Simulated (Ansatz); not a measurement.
Reaction (atomization): `B[N]CC`• → B• + 2 C• + 7 H• + N•

Computed with Ansatz on PBE0-D4/def2-TZVP structures; ΔE is electronic, products minus reactants. CCSD(T)/CBS adds triple-zeta CCSD(T) − MP2 to the extrapolated MP2 energy (def2 sets, frozen cores). This one scheme is used for every species, atoms too. DFT in def2-TZVPP. B3LYP here is the variant with VWN-RPA as its local correlation; programs differ in this. HSE06 is defined as in plane-wave codes. No spin–orbit coupling; open shells (•) take unrestricted orbitals. Spin–orbit coupling would lower the free atoms: a little for B, C. One conformer a species, not always the lowest.

```csv
level,ΔE (eV),difference from CCSD(T)/CBS
LDA (SPW92),48.21,6.27
PBE-D4,43.31,1.37
revPBE-D4,42.33,0.39
BLYP-D4,42.56,0.62
r2SCAN-D4,42.52,0.58
PBE0-D4,42.59,0.65
B3LYP-D4,42.61,0.67
r2SCANh-D4,42.30,0.36
r2SCAN0-D4,41.99,0.05
BHLYP-D4,41.48,-0.46
CAM-B3LYP-D4,42.70,0.76
ωB97X-V,42.31,0.37
ωB97M-V,42.37,0.43
B2PLYP,41.95,0.01
PBE-QIDH,41.97,0.03
PBE,43.16,1.22
revPBE,41.77,-0.17
BLYP,42.20,0.26
r2SCAN,42.48,0.54
PBE0,42.46,0.52
B3LYP,42.36,0.42
r2SCANh,42.25,0.31
r2SCAN0,41.94,0.00
HSE06,42.50,0.56
BHLYP,41.31,-0.63
CAM-B3LYP,42.57,0.63
LC-ωPBE,42.25,0.31
HF/def2-SVP,32.05,-9.89
MP2/def2-SVP,40.32,-1.62
CCSD/def2-SVP,39.92,-2.02
CCSD(T)/def2-SVP,40.28,-1.66
MP2/def2-TZVPP,41.18,-0.76
SCS-MP2/def2-TZVPP,41.24,-0.70
CCSD/def2-TZVPP,40.48,-1.46
HF/def2-QZVPP,31.56,-10.38
MP2/def2-QZVPP,41.75,-0.19
SCS-MP2/def2-QZVPP,41.88,-0.06
HF/CBS(def2),31.57,-10.37
MP2/CBS(def2),42.14,0.20
CCSD/CBS(def2),41.43,-0.51
CCSD(T)/CBS,41.94,0
```

Largest T1 diagnostic among the species: 0.021.

From r2SCAN to r2SCAN0 (25 % exact exchange), in def2-TZVPP and without D4, ΔE moves by −0.54 eV: exact exchange takes away binding that semilocal exchange gives to molecules. At CCSD(T), def2-SVP lies −1.66 eV from the extrapolated value and def2-TZVPP −0.95 eV: correlation converges slowly with the basis, and small sets miss more of it in the bonded molecule than in its fragments. The D4 term adds +0.25 eV with B3LYP and +0.13 eV with PBE0; it sums over pairs of atoms, weighted by their polarisabilities, and B3LYP, whose exchange is more repulsive, gets the larger term.

For atomizations the MP2-based limit and the directly extrapolated one differ by several kJ/mol either way, and by 10 to 25 for some Ge, Se and Sn compounds, so smaller differences from it don't rank the levels.
